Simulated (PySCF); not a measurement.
**Two-component Hartree-Fock for Ir(3+) (iridium, charge +3)**

Start: [Xe] 4f14 5d5 6s1; 5d5/2 filled at m_j = -3/2, -1/2, +1/2, +3/2, +5/2; 6s1/2 filled at m_j = +1/2. Calculated with PySCF 2.14 in x2c-TZVPall-2c with one added diffuse shell each of s, p, d type (12s12p11d2f, 117 functions): generalised Hartree-Fock with the X2C-1e Hamiltonian and a Gaussian nucleus; spin-orbit coupling (SO) screened by Boettger's factors. This is a chosen level, not necessarily the ground level.

| spinor shell | electrons | ε, screened SO (eV) | weight of nominal j (screened SO) | rms radius, screened SO (bohr) |
| --- | --- | --- | --- | --- |
| 1s1/2 | 2 | -76544.2 | 1.000 | 0.0197 |
| 2s1/2 | 2 | -13564.8 | 1.000 | 0.0795 |
| 2p1/2 | 2 | -12973.1 | 1.000 | 0.0675 |
| 2p3/2 | 4 | -11339.8 | 1.000 | 0.0752 |
| 3s1/2 | 2 | -3265.8 | 1.000 | 0.203 |
| 3p1/2 | 2 | -3001.4 | 1.000 | 0.195 |
| 3d3/2 | 4 | -2201.8 | 1.000 | 0.185 |
| 3d5/2 | 6 | -2123.7 | 1.000 | 0.189 |
| 4s1/2 | 2 | -759.97 | 1.000 | 0.450 |
| 4p1/2 | 2 | -647.22 | 1.000 | 0.456 |
| 4p3/2 | 4 | -560.18 | 1.000 | 0.490 |
| 4d3/2 | 4 | -375.05 | 0.998 | 0.507 |
| 4d5/2 | 6 | -358.20 | 0.999 | 0.519 |
| 5s1/2 | 2 | -150.80 | 1.000 | 1.04 |
| 4f5/2 | 6 | -120.23 | 0.977 | 0.584 |
| 4f7/2 | 8 | -116.93 | 0.983 | 0.585 |
| 5p1/2 | 2 | -114.12 | 0.922 | 1.15 |
| 5p3/2 | 4 | -96.509 | 0.961 | 1.22 |
| 5d5/2 | 5 | -48.826 | 0.499 | 1.60 |
| 6s1/2 | 1 | -36.594 | 1.000 | 2.65 |

Q: Where does 3p3/2 lie, and what is the 3p spin-orbit splitting (screened SO)?

A: At -2638.1 eV, 363.27 eV above 3p1/2.

```
   quantity   screened SO
E (hartree)  -17837.01339
        M_J             3
       ⟨J²⟩        12.005
       ⟨L²⟩         0.317
       ⟨S²⟩        11.679
```

Each row is a mean over spinors that exchange with the open shell spreads, by up to 10.526 eV (5p3/2).

Rows whose weight is well below 1 are mixtures of j = l ± 1/2: exchange outweighs spin-orbit coupling there, and the label is only the starting occupation.

Breit and QED terms are absent; they matter most for the inner s and p1/2 levels.

Densities and radii are taken from the X2C orbitals without a picture-change correction, which distorts them close to the nucleus.
